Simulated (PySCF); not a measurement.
PySCF input for Se(H)(SH) (H₂SSe), SMILES S[SeH], IEF-PCM-ωB97X/def2-SVP. Geometry optimised at PBE0-D3(BJ)/def2-TZVP.

```python
import numpy as np
from pyscf import gto, scf, dft
from pyscf.solvent import pcm

mol = gto.M(
    atom='''
    Se    0.19579344   -0.56449239    0.39618847
    H    -0.29537184   -1.56596105   -0.56796562
    S    -0.30111837    1.20967510   -0.78703556
    H    -1.54371107    1.40390068   -0.30987338
    ''',
    basis='def2-SVP',
    charge=0,
    spin=0,
    max_memory=1600,
    verbose=3,
)
mf = dft.RKS(mol, xc='wb97x').density_fit(auxbasis='def2-universal-jkfit')
mf.grids.level = 3
mf.conv_tol = 1e-9
mf.max_cycle = 100
mf.kernel()
res = {}
for name, eps in {'water': 78.355, 'n-hexane': 1.8819, 'toluene': 2.3741}.items():
    s = mf.PCM()
    s.with_solvent.method, s.with_solvent.eps, s.with_solvent.lebedev_order = 'IEF-PCM', eps, 29
    s.kernel(mf.make_rdm1())
    res[name] = (s.e_tot, eps, s.dip_moment(), s.mo_energy, s.converged)
    print(f'{name}: electrostatic solvation free energy {(s.e_tot - mf.e_tot) * 627.509474:.3f} kcal/mol')
```

It prints:

```
converged SCF energy = -2800.55480638664

WARN: PCM is an experimental feature. It is still in testing.
Features and APIs may be changed in the future.

converged SCF energy = -2800.55971406908
Dipole moment(X, Y, Z, Debye): -1.53321, -0.89132,  0.08545
water: electrostatic solvation free energy -3.080 kcal/mol

WARN: PCM is an experimental feature. It is still in testing.
Features and APIs may be changed in the future.

converged SCF energy = -2800.5564913215
Dipole moment(X, Y, Z, Debye): -1.26782, -0.72353,  0.09277
n-hexane: electrostatic solvation free energy -1.057 kcal/mol

WARN: PCM is an experimental feature. It is still in testing.
Features and APIs may be changed in the future.

converged SCF energy = -2800.5570157695
Dipole moment(X, Y, Z, Debye): -1.30819, -0.74983,  0.09174
toluene: electrostatic solvation free energy -1.386 kcal/mol
```

Self-consistency was reached.
